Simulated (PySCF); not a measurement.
H7BO2Si2, SMILES [SiH3]OBO[SiH3] at its B3LYP/def2-SVP optimised geometry (Å):

```
12

B     -1.2826     1.0191     0.7830
H     -1.4465     2.1599     0.4110
O     -1.8113     0.5812     1.9595
Si    -2.7349     1.2640     3.1815
H     -1.9684     1.1763     4.4533
H     -3.9976     0.4873     3.3036
H     -3.0428     2.6893     2.8709
O     -0.5587     0.1830     0.0000
Si    -0.0415    -1.4131     0.0000
H      1.4465    -1.4131     0.0000
H     -0.5405    -2.0527    -1.2473
H     -0.5460    -2.1599     1.1857
```

Calculation: B3LYP/def2-TZVP (PySCF 2.14.0). Cells within 0.4 Å of a nucleus heavier than hydrogen are left out (blank, or x).

Map of the electrostatic potential (hartree/e), clipped to [-0.08, 0.12] on the plane z = 0.0 Å:

```
|11111111111111111111111111111|
|11111111111111111111111111111|
|11111111111111111111111111111|
|11111111111111111111111111111|
|11111111111111111111111111111|
|11111111244211111111111111111|
|11111112599521111111111111111|
|11111113999931111111111111111|
|11111223899942100011111111111|
|22222235899973100001111111111|
|22222347999995200001111111111|
|22222359999999400001111111111|
|22222358999999930001111111111|
|222223469999xx972111111111111|
|122222345799xx995321111111111|
|11222223349999999742211111111|
|11122222359999999986321111111|
|11112223479999999999932111111|
|1111222348999xxx9999952111111|
|1111122348999xx99999952111111|
|11111222469999999999832111111|
|11111222347999999975321111111|
|11111122234799999843221111111|
|11111112223468997532211111111|
|11111111122234555432211111111|
|11111111112223333322211111111|
|11111111111222222222211111111|
|11111111111222222222211111111|
|11111111111122222222111111111|
```
Scale: ten equal steps from -0.025 (start of '0') to 0.120 (end of '9'), in the order '0123456789'; x runs from -4.50 to 4.50, y from -4.50 (bottom) to 4.50 (top).
